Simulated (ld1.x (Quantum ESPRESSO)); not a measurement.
Debugging a pseudopotential input (Ti (Z = 22), ld1.x (Quantum ESPRESSO) 7.5)

Command:

```bash
ld1.x < Ti.in > Ti.out
```

Input:

```
&input
   title='Ti', zed=22., rel=1, dft='PBE', iswitch=3,
   config='[Ar] 3d3 4s1 4p0',
   nld=3, rlderiv=2.50, eminld=-6.0, emaxld=5.0, deld=0.02
 /
 &inputp
   pseudotype=3, tm=.true., lloc=-2, rcloc=2.25,
   nlcc=.false.,
   which_augfun='PSQ', rmatch_augfun_nc=.true.,
   file_pseudopw='Ti.UPF', file_wfcaegen='ae.wfc', file_wfcncgen='nc.wfc', file_beta='beta', file_chi='chi', file_wfcusgen='us.wfc'
 /
6
3S  1  0   2.00   0.00  1.50  2.05  0.0
6S  2  0   1.00   0.00  1.50  2.05  0.0
3P  2  1   6.00   0.00  1.50  2.05  0.0
4P  3  1   0.00   0.00  1.50  2.05  0.0
3D  3  2   3.00   0.00  1.90  2.30  0.0
3D  3  2   0.00   3.80  1.90  2.30  0.0
 &test
   configts(1)='3s2 3p6 3d3 4s1 4p0'
 /
```

Output:

```
Program LD1 v.7.5

 %%%%%%%%%%%%%%%%%%%%%%%%%%%%%%%%%%%%%%%%%%%%%%%%%%%%%%%%%%%%%%%%%%%%%%%%%%%%%%
     Error in routine ld1_setup (2):
     no all electron for this ps
 %%%%%%%%%%%%%%%%%%%%%%%%%%%%%%%%%%%%%%%%%%%%%%%%%%%%%%%%%%%%%%%%%%%%%%%%%%%%%%

     stopping ...
```

This input was made by a single change from one that runs to its end. What was changed?

The change: label 4S replaced by a shell that config does not hold. The program refuses the input: "ld1_setup: no all electron for this ps".
